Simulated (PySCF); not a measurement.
A structure optimised at PBE0-D3(BJ)/def2-SVP, used in a PySCF frequency run:

```
N
H 1 1.0133
C 1 1.4432 2 115.37
H 3 1.1002 1 109.36 2 176.37
H 3 1.1038 4 107.15 1 121.43
H 3 1.1051 4 107.17 5 115.38
Si 1 1.6943 2 117.64 3 -169.19
F 7 1.6206 1 115.83 2 89.30
O 7 1.6473 8 106.66 1 117.53
H 9 0.9617 7 115.48 8 28.81
O 7 1.6484 8 102.01 9 122.15
H 11 0.9613 7 115.05 8 179.28
```

**Question.** Write its SMILES and formula.

**Answer.** CN[Si](O)(O)F, CH₆FNO₂Si

**Question.** What are its rotational constants (standard atomic weights)?

**Answer.** 3.8124, 2.1559, 2.0492 GHz
